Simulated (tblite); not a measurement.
C₃H₈NO₂Si₂ (doublet state).
Cartesian coordinates in Å at the GFN2-xTB level; atoms count from 1:
```xyz
16
C3H8NO2Si2 angstrom
N      3.0044    0.4625    0.0566
C      2.2934   -0.6827    0.1434
O      2.7481   -1.7710   -0.1518
Si     0.5772   -0.4949    0.9608
C     -0.9806   -1.3016    0.1836
C     -2.1299   -0.2947    0.3338
Si    -1.3892    1.4632    0.2821
O      0.1422    1.0955    0.7310
H      2.5531    1.3460    0.2131
H      3.9298    0.4437   -0.3445
H     -0.7791   -1.4722   -0.8783
H     -1.2456   -2.2688    0.6092
H     -2.6113   -0.4485    1.3015
H     -2.8948   -0.4714   -0.4219
H     -1.3074    2.0387   -1.0574
H     -1.9179    2.3651    1.2949
```

Computed with GFN2-xTB (tblite): harmonic, unscaled wavenumbers at the GFN2-xTB geometry, gas phase. The method is semi-empirical: single wavenumbers can be off by several per cent or more. Modes of hydrogen on silicon can be 10 to 20 % off. One conformer, not necessarily the lowest. Open shells enter through the occupations alone, without spin polarisation, and single modes of such species can be off by tens of per cent.

Harmonic wavenumbers (cm⁻¹): 53.4, 62.3, 82.2, 145.2, 181.7, 287.7, 307.1, 350.5, 383.8, 450.3, 464.6, 487.1, 570.5, 599.7, 615.6, 632.9, 680.8, 712.1, 750.9, 768.9, 796.4, 816.0, 884.6, 1034.3, 1035.1, 1049.9, 1129.9, 1233.8, 1245.2, 1271.4, 1435.7, 1468.4, 1488.5, 1708.9, 2282.3, 2327.6, 2935.0, 2968.3, 2992.0, 2998.8, 3429.2, 3525.9.

A = 2963, B = 952.1, C = 772.2 MHz; mass 146.009 u (most abundant isotopes); point group C1, symmetry number 1; spin multiplicity 2.

Zero-point energy?

½Σν̃ = 24322 cm⁻¹ = 69.54 kcal/mol.

What is S at 500 K and 1 bar for an ideal gas of classical rigid rotors and harmonic oscillators?

Translation 43.44, rotation 30.92, vibration 49.15, spin (R ln 2) 1.38: S = 124.9 cal/(mol K).

And Cp and H(500 K) − H(0)?

Cp = 54.28 cal/(mol K), of which vibrations give 46.33 (their classical limit is 42 R = 83.5); H(500 K) − H(0) = 16.54 kcal/mol without the zero-point energy, 12.57 from vibrations.

Which modes carry the vibrational entropy at 500 K?

53.4 cm⁻¹: 5.71; 62.3 cm⁻¹: 5.41; 82.2 cm⁻¹: 4.86; 145.2 cm⁻¹: 3.74; 181.7 cm⁻¹: 3.30; 287.7 cm⁻¹: 2.42 cal/(mol K); the other 36 give 23.72 together.

How do the functions run with temperature in this model?

```csv
T (K),S (cal/(mol K)),Cp (cal/(mol K)),H − H(0) (kcal/mol),G − H(0) (kcal/mol),ln q(vib)
150,79.8,23.4,2.33,-9.64,3.03
250,94.3,34.3,5.22,-18.35,5.60
298.15,100.8,39.1,6.99,-23.05,6.86
400,113.5,47.7,11.43,-33.97,9.52
600,135.3,59.4,22.24,-58.91,14.57
900,161.5,70.0,41.79,-103.59,21.46
```

q(vib) and H(0) count from the zero-point level.

What must be added to the electronic energy to get the Gibbs energy at 500 K and 1 bar?

ZPE + [H(500 K) − H(0)] − T·S = 69.54 + 16.54 − 62.44 = 23.64 kcal/mol.

Blend soft modes into free rotors: weight 1/[1 + (100 cm⁻¹/ν̃)⁴] for the oscillator and the rest for a rotor with moment μB/(μ + B), μ = h/(8π²ν), B = 10⁻⁴⁴ kg m². What vibrational entropy results?

45.13 cal/(mol K) in place of 49.15, which changes −T·S at 500 K by +2.01 kcal/mol.

Hindered rotation and anharmonicity are outside this model. Other conformers, if any are populated, would add a mixing term that is left out. The structure is chiral; the term R ln 2 for an equal mix with its mirror image is left out.
